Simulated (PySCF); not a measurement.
## Working out the excitation energy of C

C [He] 2s2 2p2 (3P) → C [He] 2s1 2p3 (5S). Computed with PySCF 2.14 in aug-cc-pVTZ (5s4p3d2f, 46 functions), with the non-relativistic Hamiltonian (point nucleus). Frozen: 1s2. Energies in hartree (1 hartree = 27.21139 eV):

| part | C (lower) | C (upper) |
| --- | --- | --- |
| UHF | -37.691811 | -37.596797 |
| MP2 opposite-spin | -0.054925 | 0.000000 |
| MP2 same-spin | -0.012825 | -0.027164 |

**Question.** What does Hartree-Fock give?

**Answer.** (-37.596797) − (-37.691811) = 0.095014 hartree = 2.585 eV.

**Question.** What do MP2 and SCS-MP2 (6/5 opposite-spin, 1/3 same-spin) give?

**Answer.** The opposite-spin parts differ by 1.495 eV and the same-spin parts by -0.390 eV. MP2: 2.585 + (1.495) + (-0.390) = 3.690 eV. SCS-MP2: 2.585 + 1.2 × (1.495) + (-0.390)/3 = 4.249 eV.

Measured between the centres of the two terms (NIST): 4.179 eV, so MP2 (valence) is off by -0.489 eV.

What remains against the reference includes basis incompleteness, the frozen core and correlation beyond second order.
